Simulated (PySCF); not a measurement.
Species: C3H8O2SSi.
InChI=1S/C3H8O2SSi/c1-5-7(6)3-2-4/h2,6-7H,3H2,1H3/t7-/m0/s1

Theory: PySCF, TDDFT PBE0/def2-SVPD, vertical, gas phase, core orbitals frozen in the response. One conformer (not necessarily the lowest) at the GFN2-xTB geometry, without solvent, vibrations or thermal averaging. Torsions of this conformer, `[CH3:1][O:2][Si@@H:3]([SH:4])[CH2:5][CH:6]=[O:7]`: C1–O2–Si3–S4 50°, O2–Si3–C5–C6 176°, Si3–C5–C6–O7 10°, H–S4–Si3–O2 170°.

Broadening: Gaussians 0.25 eV wide at half height, area fixed by f = 4.319×10⁻⁹ ∫ε dν̃. The width is an assumption, not a result. The curve ends short of the highest state used, and states not computed would add to its high-energy end.

```
λ (nm)  ε (L mol⁻¹ cm⁻¹)
 191.6              3292
 193.8              1220
 195.9               321
 198.0                69
 200.2                25
 202.3                22
 204.4                19
 206.6                12
 208.7                 6
 210.9                 2
 213.0                 1
 215.1                 0
 217.3                 0
 219.4                 0
 221.6                 0
 223.7                 0
 225.8                 0
 228.0                 0
 230.1                 1
 232.2                 4
 234.4                 7
 236.5                11
 238.7                14
 240.8                15
 242.9                13
 245.1                10
 247.2                 6
 249.3                 3
 251.5                 1
 253.6                 1
 255.8                 0
 257.9                 0
 260.0                 0
 262.2                 0
 264.3                 0
 266.5                 1
 268.6                 2
 270.7                 4
 272.9                 7
 275.0                11
 277.1                16
 279.3                20
 281.4                22
 283.6                22
 285.7                21
 287.8                17
 290.0                13
 292.1                 9
 294.2                 6
 296.4                 4
 298.5                 2
 300.7                 1
 302.8                 1
 304.9                 0
 307.1                 0
 309.2                 0
```

Problem. Where are the band maxima, and which computed states make them?

Solution. 283 nm (4.38 eV), ε about 23, made up of S1 (100%); 240 nm (5.16 eV), ε about 15, made up of S2 (100%) (ε in L mol⁻¹ cm⁻¹; maxima over ε = 5, shares over 10%). At its high-energy end, 6.47 eV, the curve is still rising (ε about 3300, from S5). The states used: S1 4.38 eV (f 0.0002); S2 5.16 eV (f 0.0001); S3 6.10 eV (f 0.0002); S4 6.30 eV (f 0.0001); S5 6.59 eV (f 0.055); S6 6.66 eV (f 0.0010); S7 6.95 eV (f 0.0066); S8 7.07 eV (f 0.0032).

Problem. On this curve, what absorbance would a 10⁻⁵ mol/L sample give at 280 nm over a 1 cm path?

Solution. 280 nm is 4.428 eV, where ε is about 21 L mol⁻¹ cm⁻¹, so A = ε c l ≈ 0.00021 (Beer–Lambert, with the gas-phase spectrum and the assumed width).

Problem. Coming from long wavelengths, where does ε first pass 100 L mol⁻¹ cm⁻¹?

Solution. At about 197 nm (6.28 eV), 1.89 eV above S1.

Problem. What would ε be at 4.38 eV, the highest of these maxima, with half the width (0.125 eV)?

Solution. About 45.1 L mol⁻¹ cm⁻¹ against 22.7, a factor of about 1.99; a lone state at its own centre would give exactly 2.
